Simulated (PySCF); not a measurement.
# Nuclear quadrupole coupling in `O=c1cc1C1CC1`

Species: C6H6O.
Cartesian coordinates in Å at the GFN2-xTB level; atoms count from 1:
```xyz
13
C6H6O angstrom
O      2.0523    2.1588    0.2283
C      1.8569    1.0009    0.0038
C      2.2952   -0.3095   -0.3247
C      0.9634   -0.1167   -0.1343
C     -0.3523   -0.6925   -0.1103
C     -1.5109    0.1779   -0.5566
C     -1.3491   -0.1322    0.8854
H      3.0509   -1.0232   -0.5633
H     -0.4066   -1.7530   -0.3309
H     -2.3019   -0.3035   -1.1105
H     -1.2758    1.1756   -0.8943
H     -2.0252   -0.8337    1.3492
H     -1.0014    0.6517    1.5405
```

Field gradients from the B3LYP/pcJ-1 density (PySCF, non-relativistic), principal values in atomic units, ordered |Vxx| ≤ |Vyy| ≤ |Vzz|:

| atom | Vxx | Vyy | Vzz |
| --- | --- | --- | --- |
| O1 | 0.6442 | 0.8487 | -1.4929 |

Problem. Find the asymmetry η = (Vxx − Vyy)/Vzz and the couplings χ = eQV/h (234.96 MHz × Q in barn × V in au), with Q(17O) = −0.0256 b.

Solution. 
```
atom      environment  nucleus     η  χzz (MHz)  χxx (MHz)  χyy (MHz)
  O1  carbonyl oxygen      17O  0.14       8.98      -3.87      -5.11
```

The tensor is traceless: Vxx + Vyy + Vzz = 0.

Problem. What is Vzz at O1 in SI units (1 au = 9.71736 × 10²¹ V/m²)?

Solution. -1.4929 au = -14.507 × 10²¹ V/m².

Problem. What couplings would deuterons (Q(2H) = 0.00286 b) have in place of the hydrogens, at this geometry?

Solution. 
```json
{"atom": "H8", "bonded to": "C3", "bond length (Å)": "1.066", "Vzz (au)": "0.3473", "η": "0.02", "χzz (kHz)": "233"}
{"atom": "H9", "bonded to": "C5", "bond length (Å)": "1.085", "Vzz (au)": "0.3050", "η": "0.11", "χzz (kHz)": "205"}
{"atom": "H10", "bonded to": "C6", "bond length (Å)": "1.079", "Vzz (au)": "0.3180", "η": "0.07", "χzz (kHz)": "214"}
{"atom": "H11", "bonded to": "C6", "bond length (Å)": "1.079", "Vzz (au)": "0.3136", "η": "0.07", "χzz (kHz)": "211"}
{"atom": "H12", "bonded to": "C7", "bond length (Å)": "1.079", "Vzz (au)": "0.3180", "η": "0.07", "χzz (kHz)": "214"}
{"atom": "H13", "bonded to": "C7", "bond length (Å)": "1.079", "Vzz (au)": "0.3139", "η": "0.07", "χzz (kHz)": "211"}
```

One conformer (not necessarily the lowest) at the GFN2-xTB geometry, without solvent, vibrations or thermal averaging. GFN2-xTB bond lengths can be off by several hundredths of an ångström, more for odd bonds, and the gradients follow them. With so small a basis the couplings can be 20 % off.

The run behind these numbers computed spin–spin couplings as well. Time: 26 s; peak memory 0.94 GiB. Hardware: an Intel Xeon 6975P-C with one thread, no GPU, shared host with 192 logical CPUs at a one-minute load of 56.
